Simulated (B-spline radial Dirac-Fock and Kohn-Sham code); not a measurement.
Dipole and non-dipole photoemission parameters of Zn 3s

System: neutral zinc in the configuration [Ar] 3d10 4s2; threshold 139.8 eV (tabulated edge). The computed values come from a radial atomic solver: Dirac-Hartree-Slater photoionisation with a Latter tail; cross sections with all multipoles, angular parameters from the dipole term and its interference with E2.

For linearly polarised light dσ/dΩ = σ/(4π) [1 + β P₂(cos θ) + (δ + γ cos²θ) sin θ cos φ], with θ from the polarisation vector and φ the angle between the beam and the projection of the electron momentum on the plane normal to the polarisation.

```tsv
hν (eV)	σ (kb)	β	γ
188	240	1.996	0.231
195	237	1.996	0.250
211	228	1.997	0.280
228	216	1.997	0.299
259	193	1.998	0.308
451	101	1.999	0.185
582	70.0	1.999	0.099
750	47.1	1.999	0.019
780	44.2	1.999	0.008
899	34.9	1.999	-0.026
1000	29.1	1.999	-0.046
1210	20.8	1.999	-0.066
1253.6	19.5	1.999	-0.067
1690	11.2	1.999	-0.044
2984.4	3.62	1.999	0.179
3810	?	?	?
5210	1.09	1.999	0.622
5414.7	1.00	1.999	0.661
6070	0.774	1.999	0.781
6410	0.683	1.999	0.842
8047.8	0.402	1.999	1.118
8200	0.384	1.999	1.142
9170	0.294	1.999	1.291
9251.7	0.288	1.999	1.304
12000	0.152	1.998	1.683
12200	0.146	1.998	1.709
```

Q: Give the values at 3810 eV.

A: σ = 2.16 kb, β = 1.999, γ = 0.347. For an s subshell δ is negligible.
